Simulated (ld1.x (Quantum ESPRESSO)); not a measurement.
# Debugging a pseudopotential input (phosphorus, ld1.x (Quantum ESPRESSO) 7.5)

Command:

```bash
ld1.x < P.in > P.out
```

Input:

```
&input
   title='P', zed=15., rel=0, dft='PBE', iswitch=3, xmin=-3.0,
   config='[Ne] 3s2 3p2.5',
   nld=2, rlderiv=1.85, eminld=-3.0, emaxld=5.0, deld=0.02
 /
 &inputp
   pseudotype=2, tm=.false., rho0=0.001, lloc=0,
   nlcc=.false.,
   file_pseudopw='P.UPF', file_wfcaegen='ae.wfc', file_wfcncgen='nc.wfc', file_beta='beta', file_chi='chi'
 /
2
3P  2  1   2.50   0.00  1.70  1.70  0.0
3S  1  0   2.00   0.00  1.30  1.30  0.0
 &test
   configts(1)='3s2 3p2.5'
 /
```

This is an input that runs to its end, with one change: mesh start xmin=-3.0.

Task: How does the run end?

Result: The program runs through. The occupied levels of the test differ from the all-electron ones by at most 0.00000 Ry (unchanged input: 0.00000 Ry).

```

     --------------------- Generating NC pseudopotential ---------------------

      Generating local pot.: lloc=0, matching radius rcloc =   1.3000

      Wfc   3P  rcut= 1.719  Estimated cut-off energy=       58.54 Ry
      This function has    0 nodes for 0 < r <    1.719

     ------------------- End of pseudopotential generation -------------------

     Computing logarithmic derivative in   1.84176
     Computing logarithmic derivative in   1.84176
     Computing the partial wave expansion
       no projector for channel:   0
     R is outside the sphere for l=    1 j= 0.00

     ---------------------- Testing the pseudopotential ----------------------

     P

     atomic number is 15.00   valence charge is  5.00
     dft =PBE   lsd =0 sic =0 latt =0  beta=0.20 tr2=1.0E-14
     mesh = 827 r(mesh) = 101.18493 xmin = -3.00 dx = 0.01250

     n l     nl             e AE (Ry)        e PS (Ry)    De AE-PS (Ry)
     1 0     3S   1( 2.00)       -1.34887       -1.34887       -0.00000
     2 1     3P   1( 2.50)       -0.71122       -0.71122       -0.00000

     eps = 6.2E-15  iter = 17

     Etot =    -681.820610 Ry,    -340.910305 Ha,   -9276.641985 eV
     Etotps =   -12.505124 Ry,      -6.252562 Ha,    -170.140882 eV

     Ekin =       4.291194 Ry,       2.145597 Ha,      58.384669 eV
     Encl =     -22.597473 Ry,     -11.298736 Ha,    -307.454278 eV
     Ehrt =       8.817263 Ry,       4.408632 Ha,     119.964979 eV
     Ecxc =      -2.703480 Ry,      -1.351740 Ha,     -36.782716 eV
     Epseu=      -0.312629 Ry,      -0.156315 Ha,      -4.253537 eV

     ---------------------- End of pseudopotential test ----------------------
```
